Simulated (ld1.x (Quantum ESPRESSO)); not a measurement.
**cobalt (Co) ultrasoft: all-electron and pseudo phase curves**

```
Element                 : cobalt
Generator               : ld1.x (Quantum ESPRESSO) 7.5
Type                    : ultrasoft
Functional              : PBE
Relativity              : scalar-relativistic
Frozen core             : [Ar]
Valence charge          : 9
Reference configuration : 3d7 4s2 4p0
Partial waves           : 4s (bound): rcut 1.75, rcutus 2.35 bohr; 4s channel at 3.45 Ry: rcut 1.75, rcutus 2.35 bohr; 4p (bound, empty): rcut 3.20, rcutus 3.80 bohr; 4p channel at 0.4 Ry: rcut 3.20, rcutus 3.80 bohr; 3d (bound): rcut 1.05, rcutus 1.30 bohr; 3d channel at 2.35 Ry: rcut 1.05, rcutus 1.30 bohr; 4f channel at 0.15 Ry: rcut 2.40, rcutus 3.35 bohr; 4f channel at 0.8 Ry: rcut 2.40, rcutus 3.35 bohr
Local potential         : all-electron potential smoothed inside 2.10 bohr (lloc = -1)
Core correction         : a·sin(br)/r model core inside 0.80 bohr
Augmentation charge     : built from norm-conserving waves at rcut, not smoothed further
```

The phase is arctan(r·u′/u) with u = r·R(r), unwrapped; energies in Ry, scanned from -3 to 5 Ry. A pole is an energy at which the radial function vanishes at the test radius. The pseudo phase is shifted by a multiple of π to meet the all-electron one at the reference energy, and phase errors are pseudo minus all-electron; the curves can meet again beyond the range given. Levels narrower than the energy grid can be missing from the lists of poles.

```csv
channel,radius (bohr),reference energy (Ry),"poles, all-electron","poles, pseudo",unbroken range about the reference energy with phases within 0.05 rad,phase error 1 Ry above the reference energy (rad)
s,4.10,-0.40,"-0.17, 2.50","-0.17, 2.49",below 4.3,-0.002
p,4.10,-0.09,"0.39, 3.13","0.39, 2.83",below 1.3,-0.002
d,4.10,-0.60,"-0.59, 1.38, 4.30","-0.59, 1.40, 3.93",below 2.5,+0.026
f,4.10,0.15,"2.08, 4.94",2.08,below 3.1,-0.000
```

The ghost test of this file was not conclusive. Its overlap operator is not positive definite in a basis up to 400 Ry (lowest eigenvalue f -12.75), so the file is unfit for use: the generalised eigenproblem breaks down once the basis is large enough, and its test numbers describe a broken file.

Phases in the s channel:

| E (Ry) | all-electron | pseudo |
| --- | --- | --- |
| -3.00 | 1.421 | 1.421 |
| -2.76 | 1.414 | 1.414 |
| -2.52 | 1.405 | 1.405 |
| -2.28 | 1.395 | 1.395 |
| -2.04 | 1.383 | 1.383 |
| -1.80 | 1.367 | 1.367 |
| -1.56 | 1.345 | 1.345 |
| -1.32 | 1.315 | 1.315 |
| -1.08 | 1.265 | 1.265 |
| -0.84 | 1.160 | 1.159 |
| -0.60 | 0.721 | 0.720 |
| -0.36 | -1.252 | -1.252 |
| -0.12 | -1.609 | -1.609 |
| 0.12 | -1.736 | -1.736 |
| 0.36 | -1.847 | -1.847 |
| 0.60 | -2.018 | -2.021 |
| 0.84 | -2.457 | -2.466 |
| 1.08 | -3.622 | -3.638 |
| 1.32 | -4.271 | -4.277 |
| 1.56 | -4.481 | -4.484 |
| 1.80 | -4.580 | -4.581 |
| 2.04 | -4.639 | -4.640 |
| 2.28 | -4.681 | -4.682 |
| 2.52 | -4.715 | -4.716 |
| 2.76 | -4.745 | -4.746 |
| 3.00 | -4.774 | -4.775 |
| 3.24 | -4.807 | -4.808 |
| 3.48 | -4.848 | -4.848 |
| 3.72 | -4.906 | -4.905 |
| 3.96 | -5.007 | -5.003 |
| 4.20 | -5.250 | -5.232 |
| 4.44 | -6.165 | -6.067 |
| 4.68 | -7.260 | -7.214 |
| 4.92 | -7.553 | -7.535 |
